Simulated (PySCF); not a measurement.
Compound: C7H11Cl.
SMILES: `[C@H]1(Cl)CC=C(C)CC1`

A PySCF run (density fitting, gas phase, GFN2-xTB geometry) gave HOMO -7.02 eV, LUMO 0.28 eV, dipole 2.53 D and E = -732.769 Eh.

Question: Which of these levels was it?
A. KT2/pcSseg-1
B. PBE0/pcSseg-1
C. HF/pcSseg-1
D. PBE0/def2-SVPD
E. wB97X/pcSseg-1

Answer: D. It is PBE0/def2-SVPD. All candidates on this geometry:

```
                                                                            level and settings                    kind  basis functions  SCF cycles     E (Eh)  HOMO (eV)  LUMO (eV)  dipole (D)
KT2/pcSseg-1, energy threshold 1e-06 Eh, damping 0.2 at the start, DIIS from the seventh cycle                     GGA              198          14  -741.7784      -5.93      -0.57        2.41
                                                                                PBE0/def2-SVPD           global hybrid              255          13  -732.7695      -7.02       0.28        2.53
                                                                                 PBE0/pcSseg-1           global hybrid              198          13  -733.0296      -7.02       0.45        2.48
                                                     wB97X/pcSseg-1, energy threshold 1e-11 Eh  range-separated hybrid              198          12  -733.4455      -9.35       2.62        2.52
                                                                                   HF/pcSseg-1            Hartree–Fock              198          10  -730.9024      -9.46       3.87        2.71
```

The nearest other candidate, by the summed differences of HOMO and LUMO, is PBE0/pcSseg-1: its HOMO differs by 0.00 eV and its LUMO by +0.17 eV. Cycle counts include a coarse-grid stage where the run had one. KT2 was designed for NMR shieldings or shifts; total energies of different functionals aren't comparable.
